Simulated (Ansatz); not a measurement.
Basis-set extrapolation for BCl2H6NSi2, SMILES `[SiH3]N([SiH3])B(Cl)Cl` (PBE0-D4/def2-TZVP geometry, frozen core, the Gaussian-basis code of Ansatz). Multiplicity 1, RHF reference.

```json
{"": "HF", "def2-TZVPP": "-1579.745221", "def2-QZVPP": "-1579.792695"}
{"": "MP2 correlation", "def2-TZVPP": "-0.936080", "def2-QZVPP": "-1.014502"}
{"": "CCSD(T) correlation", "def2-TZVPP": "-1.051118", "def2-QZVPP": "not run"}
```

Energies in hartree. Use E(X) = E(∞) + A·exp(−7.88·√X) for Hartree–Fock and E(X) = E(∞) + B·X^(−2.97) for correlation, with X = 3 and 4, and add CCSD(T) minus MP2 of the smaller set to the MP2 limit.

Task: What is the CCSD(T) energy at the basis-set limit?

Result: HF limit: -1579.792695 + (-0.047474) × 0.13774 = -1579.79923. MP2 limit: -1.014502 + (-0.078422) × 0.74074 = -1.07259. Higher-order term: -1.051118 − (-0.936080) = -0.11504. Total: -1580.98686 hartree, 5.18 eV below CCSD(T)/def2-TZVPP.
